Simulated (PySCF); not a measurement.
Species: C5H8O3S.
Structure used (PBE0-D3(BJ)/def2-SVP), in Å, numbered top down from 1:
```
atom  x, y, z in Å
C1    -1.8074   -0.2467    1.2720
C2    -0.9847    0.0548    0.2733
C3    -0.9670    1.0393   -0.8741
C4     0.2799    0.3136   -1.4364
C5     0.3418   -0.5414   -0.1526
S6     1.6341   -0.0507    0.9820
O7     1.4997   -0.8220    2.2077
O8     1.7339    1.3924    0.9899
O9     2.9558   -0.6135    0.2125
H10   -1.5553   -1.0317    1.9894
H11   -2.7482    0.2924    1.4102
H12   -1.8601    1.0563   -1.5164
H13   -0.7482    2.0655   -0.5404
H14    0.0734   -0.3046   -2.3204
H15    1.1619    0.9378   -1.6306
H16    0.4182   -1.6357   -0.2375
H17    3.2725   -1.3735    0.7243
```

All values: PBE0/pcSseg-1 and B3LYP/def2-SVPD (PySCF, non-relativistic), on one gas-phase PBE0-D3(BJ)/def2-SVP geometry that isn't relaxed in the solvent. The solvent is an IEF-PCM continuum (Bondi radii, 1.10 Å for H, scaled by 1.2). The model holds no explicit solvent molecules, cavitation or dispersion.

Gas phase at PBE0/pcSseg-1: HOMO -7.68 eV, LUMO -0.66 eV, dipole 3.69 D.

Task: What does the continuum do to the energy, the frontier levels and the dipole at PBE0/pcSseg-1 in cyclohexane and chloroform?

Result: 
```tsv
solvent	ε	E(solvent) − E(gas) (kJ/mol)	polarisation term (kJ/mol)	distortion of the solute (kJ/mol)	HOMO (eV)	LUMO (eV)	dipole (D)
cyclohexane	2.017	-17.46	-18.39	0.93	-7.61	-0.57	4.07
chloroform	4.711	-31.56	-34.75	3.19	-7.58	-0.52	4.41
```

The polarisation term is half the interaction of the solute with the surface charges that it induces; the rest is the cost of distorting the solute's density. The sum is the electrostatic part of solvation alone. From cyclohexane to chloroform the lowering changes by a factor 1.81, Onsager's factor (ε − 1)/(2ε + 1) by 1.76 and ε itself by 2.3.

Task: Which radius a makes the point-dipole formula ΔE = −[(ε − 1)/(2ε + 1)]·μ²/a³ give the value in chloroform, with the gas-phase dipole?

Result: μ = 1.453 au and |ΔE| = 0.01202 Eh give a = 2.10 Å; the farthest nucleus lies 3.48 Å from the centroid of the nuclei, so such a sphere wouldn't even hold the nuclei. The formula assumes a rigid point dipole at the centre of a sphere.

Task: Which Hirshfeld charges (PBE0/pcSseg-1) respond most in chloroform (means over atoms taken as equivalent)?

Result: 
```json
{"atoms": "O8", "environment": "sulfonyl oxygen", "gas (e)": "-0.293", "solvent (e)": "-0.316", "change": "-0.023"}
{"atoms": "O7", "environment": "sulfonyl oxygen", "gas (e)": "-0.315", "solvent (e)": "-0.330", "change": "-0.015"}
{"atoms": "H17", "environment": "hydroxyl hydrogen", "gas (e)": "+0.185", "solvent (e)": "+0.199", "change": "+0.014"}
{"atoms": "H16", "environment": "methine hydrogen", "gas (e)": "+0.054", "solvent (e)": "+0.064", "change": "+0.010"}
{"atoms": "H14", "environment": "methylene hydrogen", "gas (e)": "+0.050", "solvent (e)": "+0.057", "change": "+0.007"}
{"atoms": "H12", "environment": "methylene hydrogen", "gas (e)": "+0.048", "solvent (e)": "+0.053", "change": "+0.005"}
{"atoms": "C1", "environment": "terminal =CH2 carbon", "gas (e)": "-0.096", "solvent (e)": "-0.101", "change": "-0.005"}
{"atoms": "C5", "environment": "sp3 carbon bound to sulfur", "gas (e)": "-0.043", "solvent (e)": "-0.040", "change": "+0.003"}
```

Gas phase at B3LYP/def2-SVPD: HOMO -7.53 eV, LUMO -1.03 eV, dipole 3.81 D.

Task: What does the continuum do to the energy, the frontier levels and the dipole at B3LYP/def2-SVPD in cyclohexane and chloroform?

Result: 
```
    solvent      ε  E(solvent) − E(gas) (kJ/mol)  polarisation term (kJ/mol)  distortion of the solute (kJ/mol)  HOMO (eV)  LUMO (eV)  dipole (D)
cyclohexane  2.017                        -16.96                      -18.04                               1.08      -7.43      -0.92        4.26
 chloroform  4.711                        -30.81                      -34.63                               3.82      -7.38      -0.87        4.68
```

Task: How does the static polarisability (B3LYP/def2-SVPD, frozen core, with the continuum's full static response) change?

Result: 
| medium | isotropic (au) | principal values (au) | ⟨r²⟩ of the electrons (bohr²) |
| --- | --- | --- | --- |
| gas | 88.5 | 73.0, 92.0, 100.5 | 1244.0 |
| cyclohexane | 99.6 | 82.0, 103.3, 113.4 | 1243.6 |
| chloroform | 110.1 | 91.5, 113.3, 125.6 | 1243.4 |

The isotropic value in chloroform is 1.24 times the gas-phase one; no cavity-field correction is applied. ⟨r²⟩ is taken about the centre of nuclear charge.
